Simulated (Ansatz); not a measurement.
`FC[SiH2][InH2]` + HBr → `[Br][InH2]` + `FC[SiH3]` at 298.15 K and 1 bar (cleavage of the In–Si bond).

Program: Ansatz. Geometries: PBE0-D4/def2-TZVP. ΔE: electronic, gas phase. CCSD(T)/CBS is the MP2 limit (def2-TZVPP, def2-QZVPP) plus CCSD(T) − MP2 in def2-TZVPP, frozen cores. Elements past krypton have def2 core potentials. For Br, In outer-core shells are correlated without core-valence functions, which leaves a few kJ/mol of doubt a bond. Scalar relativity is left out up to krypton. Each species was taken in one conformer, which may not be the lowest.

```
         species  CCSD(T)/CBS energy (Eh)  H − E (kJ/mol)  S (J/(mol·K))
`FC[SiH2][InH2]`               -620.30591           176.0          373.7
             HBr              -2573.91920            24.6          198.6
    `[Br][InH2]`              -2764.36342            45.9          287.5
      `FC[SiH3]`               -429.90570           157.3          287.8
```

H − E and S are ideal-gas, rigid-rotor, harmonic terms from PBE0-D4/def2-TZVP, for one conformer and one mirror image of each species. 1 Eh = 2625.50 kJ/mol, R = 8.31446 J/(mol·K).

Task: By hand: ΔE, ΔH, ΔS and ΔG.

Result: ΔE = (-2764.36342) + (-429.90570) − (-620.30591) − (-2573.91920) = -0.04401 Eh = -115.5 kJ/mol. Δ(H − E) = 45.9 + 157.3 − 176.0 − 24.6 = 2.6, so ΔH = -112.9 kJ/mol. ΔS = 287.5 + 287.8 − 373.7 − 198.6 = 3.0 J/(mol·K). ΔG = -112.9 − 298.15 × (3.0)/1000 = -113.8 kJ/mol.

Task: By hand: the equilibrium constant, and the temperature at which ΔG would vanish if ΔH and ΔS stayed fixed.

Result: log₁₀ K = −ΔG/(RT ln 10) = 19.9. ΔH and −TΔS have one sign here, so there is no such temperature. One of them is within its doubt of zero, so this could turn.

The number of gas molecules stays the same, so ΔS is small and ΔH decides. A doubt of 5 kJ/mol in ΔE shifts log₁₀ K by 0.9 here. Other conformers and mirror images would add mixing entropy, several J/(mol·K) or more a flexible species. Modes under 60 cm⁻¹, often nearly free rotors, make the harmonic entropy too high. These are equilibria of isolated gas molecules and say nothing of rates. Largest T1 diagnostic: 0.014 (customary marks: 0.02 for closed shells, 0.045 for open ones).
